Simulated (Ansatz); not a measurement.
A made-up structure of HSeSO (charge -1), closed shell:

O1  (-0.905, 0.584, -0.423)
S2  (1.514, -0.493, 1.210)
Se3  (-0.400, -0.895, 0.267)
H4  (-0.209, 0.805, -1.054)
(Å)

It is relaxed with PBE-D4/def2-SVPD and then PBE0-D4/def2-TZVPD (Ansatz 0.2.0). Atoms count as bonded within 1.22 times the sum of their covalent radii (H–H: 0.88 Å). The end point is not checked to be a true minimum.

(1) Does its bonding change? (Judge from chemistry; the calculation decides.)

Results:

(1) By the calculation: No: no bond forms or breaks.

Where it ends: The first stage lowers the energy by 0.49 eV in 9 steps. It ends as HSeSO ([OH][Se][S]), total charge -1:
| atom | x (Å) | y (Å) | z (Å) |
| --- | --- | --- | --- |
| O1 | -0.9240 | 0.6436 | -0.4525 |
| S2 | 1.5198 | -0.5141 | 1.2314 |
| Se3 | -0.3633 | -0.9656 | 0.3154 |
| H4 | -0.2325 | 0.8361 | -1.0943 |

Labels in which every atom is bracketed show which atoms are joined, not bond orders.

For scale, one of the runs: PBE0-D4/def2-TZVPD relaxation, 152 basis functions, launched by `ansatz run in.yaml --threads 2 --pin off --events-out ev --progress --plain --max-ram 4352MiB`. The run took about 14 s on 2 CPU threads of an Intel Xeon 6975P-C (shared host).
